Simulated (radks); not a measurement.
B+, 4 electrons, occupied as [He] 2s2. Calculated with a radial shooting solver on a logarithmic mesh with Libxc functionals: non-relativistic Kohn-Sham, LDA (Slater exchange, Perdew-Wang correlation), spin-polarised, spherical densities, point nucleus; hard spherical wall at 2 bohr.

Local quantities along the radius. ELF = 1/(1 + alpha^2) is the electron localisation function; alpha = (tau - tau_W)/tau_unif compares the Pauli kinetic energy density with that of the uniform gas (summed over spins); -r V(r) is the screened charge that the Kohn-Sham potential of spin up presents (atomic units); r v_xc is r times the local exchange-correlation potential of spin up (hartree bohr); 4 pi r^2 rho is in e/bohr.

r (bohr)	ELF	alpha	-r V(r)	r v_xc	4 pi r^2 rho
0.01002	1.000	2.785e-06	4.923	-0.04195	0.08889
0.01186	1.000	3.982e-06	4.909	-0.04932	0.1221
0.01403	1.000	5.715e-06	4.892	-0.05794	0.1672
0.01659	1.000	8.242e-06	4.872	-0.06796	0.2281
0.01963	1.000	0.00001195	4.848	-0.07961	0.3096
0.02322	1.000	0.00001744	4.819	-0.09308	0.4180
0.02746	1.000	0.00002565	4.785	-0.1086	0.5607
0.03249	1.000	0.00003808	4.745	-0.1264	0.7463
0.03843	1.000	0.00005714	4.698	-0.1466	0.9842
0.04546	1.000	0.00008685	4.642	-0.1696	1.284
0.05378	1.000	0.0001340	4.576	-0.1952	1.654
0.06362	1.000	0.0002106	4.499	-0.2237	2.099
0.07526	1.000	0.0003382	4.410	-0.2549	2.617
0.08902	1.000	0.0005569	4.307	-0.2885	3.195
0.1053	1.000	0.0009453	4.190	-0.3239	3.807
0.1246	1.000	0.001664	4.058	-0.3602	4.405
0.1474	1.000	0.003056	3.911	-0.3962	4.926
0.1743	1.000	0.005911	3.752	-0.4303	5.291
0.2062	1.000	0.01216	3.581	-0.4602	5.417
0.2439	0.999	0.02697	3.401	-0.4834	5.241
0.2886	0.996	0.06539	3.214	-0.4971	4.744
0.3413	0.970	0.1757	3.020	-0.4990	3.975
0.4038	0.785	0.5228	2.818	-0.4882	3.064
0.4777	0.277	1.617	2.611	-0.4680	2.208
0.565	0.058	4.039	2.405	-0.4517	1.619
0.6684	0.040	4.892	2.222	-0.4643	1.446
0.7907	0.162	2.278	2.077	-0.5191	1.689
0.9353	0.717	0.6279	1.958	-0.5957	2.144
1.106	0.976	0.1573	1.852	-0.6597	2.427
1.309	0.998	0.04264	1.748	-0.6765	2.142
1.548	1.000	0.01332	1.618	-0.6050	1.208
1.832	1.000	0.004362	1.372	-0.3717	0.1950

On this mesh the ELF has minima near r = 0.62 bohr, which separate the shells.
